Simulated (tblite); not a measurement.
A tight-binding relaxation on `CCc1[nH]ccp1`.

Computed with GFN2-xTB geometry optimisation, gas phase (tblite 0.8.0). Start geometry: from a force field or distance geometry. The command runs a driver script over a list of jobs; the input below is this job's line of settings and its coordinates in Å.

Command:
```bash
OMP_NUM_THREADS=1 python probes_run.py task.json out
```

Input:
```
{"job": {"kind": "relax", "xc": "GFN2-xTB", "basis": "xTB"}, "charge": 0, "multiplicity": 1}
C     -2.239900     0.302000     0.206600
C     -1.330600    -0.572800    -0.576800
C      0.093500    -0.145200    -0.405800
N      0.958300    -0.518500     0.497200
C      2.170300    -0.061900     0.533100
C      2.596700     0.842900    -0.392600
P      1.057000     1.045800    -1.410100
H     -3.315200     0.157100    -0.017700
H     -1.950200     1.356500    -0.038000
H     -2.150100     0.218300     1.318700
H     -1.628100    -0.617000    -1.634600
H     -1.375100    -1.646300    -0.212900
H      0.624700    -1.253400     1.263000
H      2.910300    -0.404000     1.316500
H      3.574100     1.304300    -0.468400
```

Output:
```
step      E/eV     max force
  0    -548.88232    6.203
  1    -549.57876    2.430
  2    -549.70631    1.295
  3    -549.81169    0.985
  4    -549.88059    0.996
  5    -549.91708    0.403
  6    -549.93480    0.375
  7    -549.95761    0.505
  8    -549.97226    0.392
  9    -549.97902    0.186
... (72 lines left out)
 82    -549.99759    0.016
 83    -549.99763    0.017
 84    -549.99767    0.016
 85    -549.99771    0.014
 86    -549.99776    0.017
 87    -549.99782    0.017
 88    -549.99789    0.021
 89    -549.99795    0.017
 90    -549.99799    0.011
 91    -549.99800    0.005
```

«max force» is the largest atomic force in eV/Å.

**Question.** From which step on does the largest force stay under 0.1 eV/Å, and how much energy is left to gain from there?

**Answer.** From step 11 (0.100 eV/Å), 15.7 meV above the end.

Summary of the converged run: energy lowered by 25.7 kcal/mol over 91 steps; largest atomic force 0.005 eV/Å at the end.

**Question.** Give the final coordinates.

**Answer.** 0.180 Å rms from the input after alignment:
```
atom  x, y, z in Å
C1    -2.1630    0.2967    0.2659
C2    -1.2476   -0.5307   -0.6405
C3     0.1797   -0.1169   -0.4951
N4     0.8862   -0.5257    0.5886
C5     2.1556   -0.0544    0.6375
C6     2.4568    0.7449   -0.4215
P7     1.0982    0.9151   -1.5289
H8    -3.1994   -0.0057    0.1360
H9    -2.0733    1.3518    0.0180
H10   -1.8946    0.1672    1.3127
H11   -1.5503   -0.3907   -1.6792
H12   -1.3547   -1.5923   -0.3944
H13    0.4944   -1.1363    1.2906
H14    2.7962   -0.3309    1.4562
H15    3.4115    1.2160   -0.5677
```

On an Arm Neoverse V2 with one thread, no GPU, shared host with 96 logical CPUs at a one-minute load of 54, this took 0.4 s of wall time.
Labels such as C1 count atoms from 1, the log's own numbers from 0.
